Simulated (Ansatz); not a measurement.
Reaction (redistribution): `C[CH2][Mg][CH3]` + `C[O][Mg][O][SiH3]` → `[CH3][Mg][O][SiH3]` + `C[CH2][Mg][O]C`

Calculated with Ansatz (gas phase, PBE0-D4/def2-TZVP geometries, no zero-point term in ΔE). CCSD(T)/CBS adds triple-zeta CCSD(T) − MP2 to the extrapolated MP2 energy (def2 sets, frozen cores). For Mg outer-core shells are correlated without core-valence functions, which leaves a few kJ/mol of doubt a bond. One conformer a species, not always the lowest.

`C[CH2][Mg][CH3]`:

```xyz
12

C    -0.148   -1.652    1.478
C    -1.006   -0.558    0.837
Mg   -0.045    0.677   -0.570
C     0.919    1.899   -1.963
H     0.711   -1.238    2.016
H    -0.706   -2.260    2.201
H     0.256   -2.347    0.734
H    -1.878   -1.016    0.352
H    -1.429    0.082    1.622
H     1.541    1.319   -2.654
H     1.577    2.629   -1.480
H     0.207    2.465   -2.574
```

`C[O][Mg][O][SiH3]`:

```xyz
11

C     0.393    1.299    2.973
O     0.229    0.750    1.721
Mg    0.015    0.058    0.126
O    -0.202   -0.651   -1.502
Si   -0.392   -1.296   -2.966
H     1.447    1.536    3.178
H    -0.177    2.232    3.087
H     0.056    0.614    3.764
H    -1.039   -2.639   -2.889
H    -1.249   -0.434   -3.833
H     0.919   -1.468   -3.659
```

`[CH3][Mg][O][SiH3]`:

```xyz
10

C    -0.222   -0.794   -2.707
Mg   -0.060   -0.213   -0.727
O     0.081    0.290    0.994
Si    0.208    0.743    2.534
H    -0.716   -1.765   -2.801
H     0.760   -0.880   -3.181
H    -0.804   -0.074   -3.290
H     0.893   -0.297    3.358
H     0.992    2.007    2.672
H    -1.132    0.983    3.148
```

`C[CH2][Mg][O]C`:

Cartesian coordinates in Å:
```
C -1.045 -1.276 2.158
C -0.109 -0.095 1.898
Mg 0.288 0.363 -0.103
O 0.627 0.755 -1.793
C 0.889 1.057 -3.109
H -0.656 -2.210 1.740
H -2.034 -1.123 1.716
H -1.205 -1.455 3.229
H -0.513 0.809 2.372
H 0.853 -0.268 2.396
H 1.551 1.931 -3.204
H 1.382 0.224 -3.631
H -0.030 1.288 -3.668
```

```tsv
species	CCSD(T)/CBS(def2) energy (Eh)
`C[CH2][Mg][CH3]`	-318.85205
`C[O][Mg][O][SiH3]`	-681.10456
`[CH3][Mg][O][SiH3]`	-605.89973
`C[CH2][Mg][O]C`	-394.06216
```

Work out ΔE.

ΔE = (-605.89973) + (-394.06216) − (-318.85205) − (-681.10456) = -0.00528 Eh = -3.3 kcal/mol.

Largest T1 diagnostic among the species: 0.011.

From BLYP to BHLYP (50 % exact exchange), in def2-TZVPP and without D4, ΔE moves by +0.9 kcal/mol. Leaving LDA and LC-ωPBE aside and taking each functional with its dispersion term where it has one, the values, not all of them listed here, spread over 1.2 kcal/mol, from BLYP-D4 to r2SCAN0-D4.
